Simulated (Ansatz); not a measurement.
The same path of Cl3GeH + FH (7 atoms, charge 0, multiplicity 1) was run 3 times with different band settings. Lost on the way: Ge1–H2, F6–H7. Made: Ge1–F6, H2–H7.

Theory: RKS PBE0/def2-SVP (Ansatz).

Relaxed end points:

```xyz
7
Properties=species:S:1:pos:R:3
Ge 0.303 0.138 -0.045
H 0.570 0.369 1.433
Cl 2.129 -0.261 -1.084
Cl -0.650 1.788 -0.998
Cl -0.942 -1.611 -0.344
F -2.085 0.165 1.815
H -2.211 -0.588 1.286
```

```xyz
7
Properties=species:S:1:pos:R:3
Ge -0.492 -0.009 -0.859
H -0.099 0.019 3.608
Cl 1.555 -0.177 -0.351
Cl -0.868 1.761 -1.957
Cl -1.164 -1.720 -1.908
F -1.387 0.087 0.608
H -0.432 0.038 2.923
```

Common settings: spring 5.0 eV/Å²; optimiser quadratic models (default); start path through a guess of the saddle point; iteration limit 60; end points relaxed.

| run | movable images | climbing image | force threshold |
| --- | --- | --- | --- |
| 1 | 5 | yes | 0.05 eV/Å |
| 2 | 6 | no | 0.05 eV/Å |
| 3 | 5 | yes | 0.2 eV/Å |

Problem. What does each run give, and how far can it be trusted?

Solution. Run 1: converged after 12 iterations, highest image 1.779 eV above the first end. Neighbouring images differ by up to 1.4 eV, so the band resolves the path poorly. A vibrational analysis at the climbing image gives one clearly imaginary mode, 1154i cm⁻¹: a first-order saddle point.
Run 2: converged after 12 iterations, highest image 1.075 eV above the first end. No image climbed, so the highest image needn't sit at the top of the path.
Run 3: converged after 11 iterations, highest image 1.779 eV above the first end. The threshold of 0.2 eV/Å is loose, so the images may lie well off the minimum-energy path. Neighbouring images differ by up to 1.4 eV, so the band resolves the path poorly. Another band between the same ends (5 images) ends at a top of the same energy, where a vibrational analysis finds 1 clearly imaginary mode.
The orbitals stay closed-shell, which can raise the energy where a bond breaks towards radicals; this wasn't checked here.
